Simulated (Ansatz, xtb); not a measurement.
## A geometry optimisation of FH3N2Si+ with r2SCAN-D4/def2-SVP

The starting geometry of this gas-phase doublet has its atoms placed at random.

```yaml
atoms:
  - { symbol: F, position_ang: [-0.5088, -1.5462, 0.0920] }
  - { symbol: N, position_ang: [1.0699, 0.3533, -1.1777] }
  - { symbol: N, position_ang: [-0.9230, 1.8577, -0.8551] }
  - { symbol: Si, position_ang: [0.5775, 0.4200, 0.4137] }
  - { symbol: H, position_ang: [1.7097, 0.3407, -0.2421] }
  - { symbol: H, position_ang: [1.2730, 0.8568, 1.6269] }
  - { symbol: H, position_ang: [-0.3630, 1.1265, -1.5052] }
```

Problem. Guess where an optimisation with r2SCAN-D4/def2-SVP ends from this start.

Solution. It ends as a structure given below by its coordinates. Contacts that open: Si4–H5 (1.31 → 2.76 Å). Contacts that close: F1–Si4 (2.27 → 1.58 Å), N2–N3 (2.52 → 1.36 Å), N3–Si4 (2.43 → 1.75 Å).

The energy falls by 11.97 eV over 17 steps:

| step | E − E(last) (eV) |
| --- | --- |
| 1 | 11.975 |
| 3 | 6.328 |
| 5 | 3.810 |
| 6 | 3.279 |
| 8 | 2.324 |
| 10 | 0.516 |
| 12 | 0.008 |
| 13 | 0.006 |
| 15 | 0.000 |
| 17 | 0.000 |

Final geometry (Å):

```xyz
7

F    -0.5089   -1.2954    0.5797
N     1.1973    0.5211   -0.7866
N    -0.0152    1.1253   -0.8260
Si    0.1938    0.1172    0.5919
H     1.9100    0.5535   -1.5213
H     0.4373    0.6920    1.9100
H    -0.3789    1.6951   -1.5952
```

From the same start GFN2-xTB reaches the same bonding as this run.

From so rough a start the end depends on the optimiser's path, so another program may land elsewhere. No frequencies were run, so the end isn't proven a minimum. Open shells are spin-unrestricted. Run with Ansatz 0.2.0, 100 s on 1 thread of Intel(R) Xeon(R) 6975P-C (Granite Rapids) (shared host).
